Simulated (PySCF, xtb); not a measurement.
C₃H₃, SMILES [C]#CC, multiplicity 2.

Harmonic wavenumbers (cm⁻¹) from xtb with GFN2-xTB at its own minimum, in rising order: 162, 162, 962, 962, 974, 1354, 1436, 1436, 2319, 3016, 3017, 3017.

Q: What does PBE-D3(BJ)/def2-TZVP (PySCF) give at its own minimum? (An estimate is asked for; the answer gives what the named calculation found.)

A: 61, 340, 843, 923, 958, 1333, 1400, 1402, 1674, 2955, 3015, 3025. Paired by order, the mean absolute difference is 105 cm⁻¹ and the zero-point energies are 26.9 and 25.6 kcal/mol.
